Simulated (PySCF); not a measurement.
CH2F, SMILES [CH2]F, multiplicity 2. Atoms are numbered in the order given.

```xyz
4

C     -0.6543     0.0557     0.0000
F      0.6848    -0.0096     0.0000
H     -1.1189    -0.1240     0.9585
H     -1.1189    -0.1240    -0.9585
```
Charge 0, spin multiplicity 2.

Coordinates come from a B3LYP-D3(BJ)/def2-TZVPD optimisation. The isomer is the one that the SMILES or the coordinates give; other isomers of the formula were not compared.

Level of theory: PySCF with PBE0/pcH-1.

Unrestricted Kohn–Sham, ⟨S²⟩ = 0.754. Hyperfine tensors hold the contact and dipolar terms, without spin-orbit corrections.

Problem. Estimate the hyperfine couplings. (An estimate is asked for; the answer gives what the named calculation found.)

Solution. 
```tsv
nucleus	A(iso) (MHz)	A(iso) (G)	dipolar principal values (MHz)
13C no. 1	162.9	58.1	-84.2, -81.8, 166.0
19F no. 2	177.0	63.2	-300.0, -247.8, 547.8
1H no. 3	-58.9	-21.0	-38.5, -2.0, 40.5
1H no. 4	-58.9	-21.0	-38.5, -2.0, 40.5
```

Problem. And the g tensor (effective nuclear charges for spin-orbit coupling, GIAO)? (An estimate is asked for; the answer gives what the named calculation found.)

Solution. principal values 2.0021, 2.0047, 2.0055; isotropic 2.0041.
